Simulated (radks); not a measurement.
Question: The table gives one normalised radial function P(r) = r R(r) of Ce in [Xe] 4f1 5d1 6s2 (r in bohr). Method: scalar-relativistic Kohn-Sham, BLYP, spin-unpolarised, spherical densities, point nucleus; computed with a radial shooting solver on a logarithmic mesh with Libxc functionals.

r,P
0.004738,0.1113
0.006421,0.1304
0.008772,0.1455
0.01189,0.1495
0.01624,0.1330
0.02201,0.0867
0.02983,0.0044
0.04075,-0.1085
0.05523,-0.2101
0.07546,-0.2359
0.1023,-0.1178
0.1397,0.1351
0.1893,0.3395
0.2587,0.2493
0.3506,-0.1637
0.4789,-0.5143
0.6491,-0.3043
0.8867,0.3905
1.202,0.9114
1.642,0.8743
2.225,0.4887
3.04,0.1587
4.12,0.0297
5.628,0.0025
7.628,0.0001
10.42,0.0000
14.12,0.0000

Which n and l does it have? It may be an empty orbital.

Answer: n = 5, l = 0: the number of nodes gives n - l - 1 = 4, the rise at small r (about r^(l+1), flatter next to the nucleus through relativity) gives l, and the extent must fit the shell. The curve is that of 5s. 5s: eigenvalue -40.363 eV, 4 radial nodes at r = 0.0302, 0.120, 0.315, 0.753 bohr, <r> = 1.52 bohr, 90 % of the charge inside 2.18 bohr.
